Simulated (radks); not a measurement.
The mean radii <r> (bohr) of the occupied orbitals of an atom or ion are listed with their occupations. Calculated with a radial shooting solver on a logarithmic mesh with Libxc functionals: scalar-relativistic Kohn-Sham, SCAN, spin-polarised, spherical densities, finite nucleus; meta-GGA in the generalised Kohn-Sham scheme; Fermi nuclear charge, rms radius of each element as measured or else 0.836 A^(1/3) + 0.57 fm.

| orbital | occ. | <r> |
|---|---|---|
| 1s up | 1 | 0.04543 |
| 1s down | 1 | 0.04536 |
| 2s up | 1 | 0.1941 |
| 2s down | 1 | 0.1949 |
| 2p up | 3 | 0.1679 |
| 2p down | 1 | 0.1689 |

Name the element and its charge. Open shells, if any, are filled with parallel spins first.

Answer. Z = 33, arsenic, charge +25: As25+ in [He] 2s2 2p4. The 1s radius gives Z: for a bare nucleus <r> = (2 gamma + 1)/(2Z) with gamma = sqrt(1 - (Z/c)^2), 0.04456 bohr for Z = 33, and screening makes it slightly larger (0.04543 here). The occupations add up to 8, and the charge is Z minus that.
